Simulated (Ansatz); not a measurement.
Frontier orbitals of Br2Cl2Hf (`[Cl][Hf]([Cl])([Br])[Br]`).

```xyz
5

Cl    1.3074    0.6826    1.8082
Hf    0.0316   -0.0053    0.0036
Cl    1.3848   -1.1324   -1.4983
Br   -1.7618   -1.5138    0.7897
Br   -0.9620    1.9689   -1.1033
```

Total charge 0; spin multiplicity 1. Correlated methods include outer-core shells of Br, Hf, which these sets cover unevenly. Scalar relativity is left out up to krypton. Hf: def2 effective core potential. Geometry: relaxed with PBE0-D4/def2-TZVP. Basis def2-TZVPP, Ansatz 0.2.0.

Orbital energies of one run (eV). Highest occupied ones, from the top: -11.69, -11.88, -12.02, -12.54, -12.87, -12.92, -13.34, -13.37, -13.44, -13.65, -14.00, -14.54, -25.13, -25.31. Empty: -0.10, -0.08, 0.49, 0.54, 0.55, 1.52.

Problem. Which functional gave them?
A. CAM-B3LYP
B. PBE
C. r2SCANh
D. LC-ωPBE

Solution. D. HOMO energies: LC-ωPBE -11.69, CAM-B3LYP -10.28, PBE -7.75, r2SCANh -8.57 eV.

LC-ωPBE has ω = 0.4 bohr⁻¹.
